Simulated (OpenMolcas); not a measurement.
## Ag4+ in a point-charge field

Ag4+ among 5 point charges of -1.5 e arranged as a trigonal bipyramid (D3h), 1.9 Å from the ion.

```json
{
 "Program": "OpenMolcas 26.06",
 "Method": "SS-CASPT2, IPEA 0.25 Eh, imaginary shift 0.1 Eh (closed shells correlated: 4s 4p)",
 "Basis": "ANO-RCC-VDZP [6s5p3d1f]",
 "Scalar Hamiltonian": "DKH2, point nucleus",
 "Active space": "7 electrons in 5 orbitals (4d)",
 "State averaging": "2S+1 = 4 even, 10 roots; 2S+1 = 2 even, 40 roots",
 "Spin-orbit coupling": "state interaction with AMFI integrals over the reference wave functions"
}
```

The lowest spin-free states (labels of D3, the rotations of D3h), above the lowest:

```csv
State,Degeneracy,E (cm-1),Free-ion L (%)
4A1,1,0,F (100)
4A2,1,4,F (100)
4A2,1,390,F (100)
4E,2,1930,F (97)
4E,2,6400,F (100)
4A2,1,14350,P (100)
2E,2,15190,G (68)
2E,2,17090,G (84)
2A2,1,17500,G (94)
2A1,1,17510,G (94)
2A1,1,17610,G (93)
2E,2,18540,G (82)
4E,2,18980,P (97)
2E,2,19420,P (52)
2A2,1,21010,H (69)
2A1,1,22850,H (93)
2A2,1,22860,H (93)
2A2,1,23990,P (68)
2E,2,24310,H (80)
2E,2,24810,P (44)
```

The lowest levels with spin-orbit coupling:

| E (cm-1) | Degeneracy | Label | 2S+1 | g |
| --- | --- | --- | --- | --- |
| 0 | 2 | E3/2 | 4 | 0.00 0.00 11.95 |
| 1110 | 2 | E1/2 | 4 | 1.66 6.58 6.58 |
| 1680 | 2 | E3/2 | 4 | 0.00 0.00 4.85 |
| 1840 | 2 | E1/2 | 4 | 0.01 0.01 8.16 |
| 2740 | 2 | E1/2 | 4 | 0.01 0.01 6.49 |
| 4650 | 2 | E1/2 | 4 | 0.00 0.00 5.42 |
| 5580 | 2 | E3/2 | 4 | 0.00 0.00 2.48 |
| 5950 | 2 | E1/2 | 4 | 1.56 4.80 4.80 |
| 6590 | 2 | E3/2 | 4 | 0.00 0.00 2.56 |
| 7920 | 2 | E1/2 | 4 | 2.38 2.38 2.58 |
| 7980 | 2 | E1/2 | 4 | 0.00 0.00 9.71 |
| 10140 | 2 | E1/2 | 4 | 0.00 0.00 6.02 |
| 11510 | 2 | E3/2 | 4 | 0.00 0.00 2.17 |
| 12170 | 2 | E1/2 | 4 | 0.23 0.23 1.72 |
| 16190 | 2 | E3/2 | 4 (72 %) | 0.00 0.00 5.31 |
| 17090 | 2 | E1/2 | 2 | 0.02 0.02 5.92 |
| 17120 | 2 | E1/2 | 4 (89 %) | 1.84 3.78 3.78 |
| 18780 | 2 | E3/2 | 2 | 0.00 0.00 3.72 |
| 18990 | 2 | E1/2 | 2 | 0.02 0.02 7.66 |
| 19600 | 2 | E1/2 | 2 (63 %) | 0.90 0.90 1.43 |

Powder χT (cm3 K/mol): 4.46 at 2 K, 4.47 at 10 K, 4.5 at 50 K, 4.54 at 100 K, 4.62 at 200 K, 4.7 at 300 K. The effective moment at 300 K is 2.828 √(χT) = 6.13 μB.

The lowest level has 2S+1 = 4, for which the spin-only value is χT = S(S+1) / 2 = 1.875 cm3 K/mol (g = 2). The computed 4.696 at 300 K differs by +2.821, through orbital momentum, spin-orbit coupling and any other state in reach.

Roots that are degenerate in the reference are averaged as groups; the widest CASPT2 spread within a group is 95 cm-1 (the 2-fold group of multiplicity 4 near 6400 cm-1 above the lowest state of its run). Shifts and gaps below about the spread of the groups concerned are not significant. Spin-orbit coupling mixes the spin-free states strongly: the lowest level takes only 49 % from its leading state, 4A1. Point charges give a weaker field than real ligands, and real ions of this kind are as a rule low spin; the high spin found here belongs to the model. Free-ion shares, where given, are those of the reference states; single-state CASPT2 does not remix them. This is an electrostatic model: the charges have no orbitals. No measured value stands beside these numbers.

The CASPT2 steps took 4.5 s on 1 thread of Arm Neoverse V1, on a shared host; the integral step is not counted.
